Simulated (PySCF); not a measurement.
Compound: C₂H₂BCl₃.
SMILES: `Cl/C=C/B(Cl)Cl`

The calculation used PBE0-D3(BJ)/def2-SVP geometry optimisation, gas phase in PySCF.

Masses are those of the commonest isotopes; rigid-rotor values at the optimised geometry. 

Problem. Give the principal moments of inertia and the rotational constants in MHz.

Solution. Ia = 157.39, Ib = 641.29, Ic = 798.68 u·Å²; 505379 MHz·u·Å²/I gives A = 3211, B = 788.1, C = 632.8 MHz.

Problem. What kind of rotor is it?

Solution. An asymmetric top: κ = (2 × 788.1 − 3211 − 632.8)/(3211 − 632.8) = -0.88.

Problem. What does the inertial defect say?

Solution. Planar: Δ = Ic − Ia − Ib = -0.01 u·Å². For a rigid frame Δ = −2 Σ m c², so it vanishes when all atoms lie in the ab plane; here none is more than 0.03 Å from it.

Problem. Which types of transition are allowed, and where do some lines up to J = 4 fall?

Solution. The dipole components are |μa| = 0.93 D, |μb| = 0.08 D, |μc| = 0.00 D; the mirror of this Cs structure is the ab plane, so μc vanishes by symmetry and there are no c-type lines. Intensities carry the squares of the components, which stand as 1.00 : 0.01 (a : b). Some lines, for components of 0.1 D or more:

```tsv
type	branch	J(Ka,Kc)	MHz	lower level (cm⁻¹)
a	Q	2(1,1) ← 2(1,2)	466	0.218
a	Q	3(1,2) ← 3(1,3)	932	0.352
a	Q	4(1,3) ← 4(1,4)	1551	0.531
a	R	2(1,2) ← 1(1,1)	2686	0.128
a	R	2(1,1) ← 1(1,0)	2997	0.133
a	R	3(2,2) ← 2(2,1)	4263	0.476
a	R	3(2,1) ← 2(2,0)	4291	0.476
a	R	4(0,4) ← 3(0,3)	5612	0.283
a	R	4(2,3) ← 3(2,2)	5678	0.618
a	R	4(3,2) ← 3(3,1)	5697	1.035
a	R	4(3,1) ← 3(3,0)	5698	1.035
```

Problem. Estimate the classical rotational partition function at 50 K, 200 K and 298.15 K.

Solution. Point group Cs, symmetry number σ = 1; q = (√π/σ)·√((kT/h)³/(ABC)), k/h = 20836.6 MHz/K: 47100 at 50 K, 377000 at 200 K, 686000 at 298.15 K.

Not checked by PBE0-D3(BJ)/def2-SVP frequencies. Zero-point vibration and centrifugal distortion are left out. Quadrupole hyperfine structure (11B, 35Cl) is left out.

Conformer computed: `[Cl:1]/[CH:2]=[CH:3]/[B:4]([Cl:5])[Cl:6]`: C2–C3–B4–Cl5 -1°.
